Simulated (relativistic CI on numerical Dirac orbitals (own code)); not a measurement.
# Ti4+ in a cubic cluster: 3p photoemission with charge transfer

Computed with a charge-transfer multiplet model of a cubic metal-ligand cluster with up to 2 ligand holes, Slater and spin-orbit integrals from Dirac-Coulomb-Breit ions, Slater integrals scaled by 0.9. The ground state mixes d0 with configurations of k ligand holes L, whose averages lie at kΔ + k(k − 1)U_dd/2; a core hole lowers each added d electron by U_cd. 20 K, Lorentzian 0.9 eV and Gaussian 0.8 eV FWHM.

Atomic integrals in eV (Slater integrals scaled, ζ unscaled), ground: F2dd 7.400, F4dd 4.602, zeta_d 0.013; with the core hole: F2dd 7.400, F4dd 4.602, zeta_d 0.021, zeta_core 0.486, F2cd 9.975, G1cd 12.350, G3cd 7.592. Where a configuration has fewer than two d electrons, the dd integrals are those of d2.

Cluster parameters (eV): Δ = 2.3, U_dd = 4.3, U_cd = 4.9, 10Dq(ligand) = 1.4, V(eg) = 2.3, V(t2g) = -1.15, final-state hopping factor = 0.8.

| Case | n_d | d0 | d1L | d2L2 | S |
| --- | --- | --- | --- | --- | --- |
| 10Dq = 0.85 eV | 0.73 | 0.39 | 0.49 | 0.12 | 0.00 |
| 10Dq = 1.15 eV | 0.72 | 0.40 | 0.49 | 0.11 | 0.00 |
| 10Dq = 1.45 eV | 0.71 | 0.40 | 0.49 | 0.11 | 0.00 |

Weights, n_d and S are thermal averages at 20 K. Binding energies count from the first peak over 30 % of the highest in each spectrum, which can be another peak from case to case. The parameters are a model scan and need not match a compound or its usual spin state. Peaks in eV (height, largest 100):
- 10Dq = 0.85 eV: 0.0 (100), 4.2 (25), 9.1 (17)
- 10Dq = 1.15 eV: 0.0 (100), 4.1 (25), 9.1 (17)
- 10Dq = 1.45 eV: 0.0 (100), 4.0 (25), 9.1 (18)

A d0 ion has no d-d gap: its lowest excitations are ligand-to-metal charge transfer. With the core hole the average of the configuration with one ligand hole lies at Δ − U_cd = -2.6 eV before mixing: the effective hopping of about 4.1 eV (from the holes of the mixed ground state) is comparable with this gap or larger, so the configurations mix strongly.

With at most 2 ligand holes the space is cut while the next configuration still counts, so covalency is underestimated, and a final configuration with one more ligand hole, which can lie low, is missing from the spectra.
